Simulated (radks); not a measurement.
Valence configurations of Ho I (all share [Xe] 4f11). All-electron calculation, scalar-relativistic Kohn-Sham, PBEsol, spin-polarised, spherical densities, point nucleus; open shells are filled with parallel spins first (spin-orbit coupling, left out, can overturn this in heavy ions). Program: a radial shooting solver on a logarithmic mesh with Libxc functionals. Energies are relative to 6s2; eigenvalues in eV for spin up.

valence          E (eV)  moment (Bohr magnetons)   e(5d)   e(6p)   e(6s)
6s2               0.000                        3       -       -  -3.846
6s1.5 6p0.5       1.189                        4       -  -1.689  -4.488
5d1 6s0.5 6p0.5   3.496                        5  -1.515  -1.638  -4.338
5d1 6s1           2.151                        5  -1.094       -  -4.005
5d1 6p1           4.847                        5  -1.912  -1.926       -
5d0.5 6s1.5       1.197                        4  -1.132       -  -3.949
6s1 6p1           2.159                        5       -  -2.056  -4.992

NIST lists [Xe] 4f11 6s2 as the ground configuration; this level of theory agrees among the configurations tried. The energies are those of spherical high-spin densities, not of single terms. No valid solution was reached for [Xe] 4f11.5 5d1 6p0.5; [Xe] 4f11.5 6s1.5; [Xe] 4f12 6s1.
